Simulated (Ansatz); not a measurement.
Mulliken charges of BGaH₄O (`B[O][GaH2]`) from ωB97M-V/def2-TZVPP in Ansatz (PBE0-D4/def2-TZVP geometry).

```csv
atom,x (Å),y (Å),z (Å),charge (e)
B1,-1.124,0.110,-0.971,0.045
O2,-0.021,0.384,-0.278,-0.364
Ga3,1.162,-0.079,0.979,0.327
H4,-1.742,-0.909,-0.773,0.007
H5,-1.498,0.898,-1.803,0.011
H6,0.832,0.460,2.401,-0.013
H7,2.392,-0.865,0.444,-0.013
```

Question: By hand: the dipole of these point charges (1 e Å = 4.8032 D).

Answer: Σ q r = (0.266, -0.152, 0.315) e Å, of length 0.439 e Å = 2.11 D.

Question: How does the dipole of the full density compare? (Best estimate.)

Answer: The calculation gave: (0.313, -0.112, 0.326) e Å, 2.24 D; the point charges give 0.94 times that, at 7° from its direction.

Point charges leave out the atoms' own dipoles, such as those of lone pairs, and Mulliken's split depends on the basis, so the close match here is no proof of good charges.
